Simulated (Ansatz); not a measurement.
`C=C(N)OCF` and `BOC(=C)N` differ in one atom or group.

Ansatz, PBE0-D4/def2-TZVP geometries, multiplicity 1. Each molecule was computed in one conformer, which needn't be the lowest.

```json
{"property": "HOMO–LUMO gap (B3LYP/def2-TZVPP) / eV", "`C=C(N)OCF`": "6.68"}
{"property": "LUMO energy (B3LYP/def2-TZVPP) / eV", "`C=C(N)OCF`": "0.45"}
{"property": "HOMO–LUMO gap (ωB97M-V/def2-TZVPP) / eV", "`C=C(N)OCF`": "10.97"}
{"property": "LUMO energy (ωB97M-V/def2-TZVPP) / eV", "`C=C(N)OCF`": "2.30"}
{"property": "HOMO energy (B3LYP/def2-TZVPP) / eV", "`C=C(N)OCF`": "-6.23"}
{"property": "size of the dipole moment (ωB97M-V/def2-TZVPP) / D", "`C=C(N)OCF`": "2.96"}
```

Give the same properties after the change, and the shifts. (Estimate.)

The calculation gave: 
| property | `BOC(=C)N` | shift |
| --- | --- | --- |
| HOMO–LUMO gap (B3LYP/def2-TZVPP) / eV | 5.01 | -1.67 |
| LUMO energy (B3LYP/def2-TZVPP) / eV | -1.11 | -1.56 |
| HOMO–LUMO gap (ωB97M-V/def2-TZVPP) / eV | 9.49 | -1.48 |
| LUMO energy (ωB97M-V/def2-TZVPP) / eV | 0.98 | -1.32 |
| HOMO energy (B3LYP/def2-TZVPP) / eV | -6.12 | 0.11 |
| size of the dipole moment (ωB97M-V/def2-TZVPP) / D | 2.14 | -0.82 |

With PBE0 the HOMO rises by 0.12 eV and the LUMO falls by 1.65 eV, so the gap narrows by about 1.77 eV. PBE moves the HOMO by 0.02 eV and ωB97M-V by 0.16 eV. Dipoles are sizes alone; their direction can turn.

Positive LUMOs are unbound, so they and the gaps depend on the basis.

B3LYP here is the variant with VWN-RPA as its local correlation; programs differ in this.
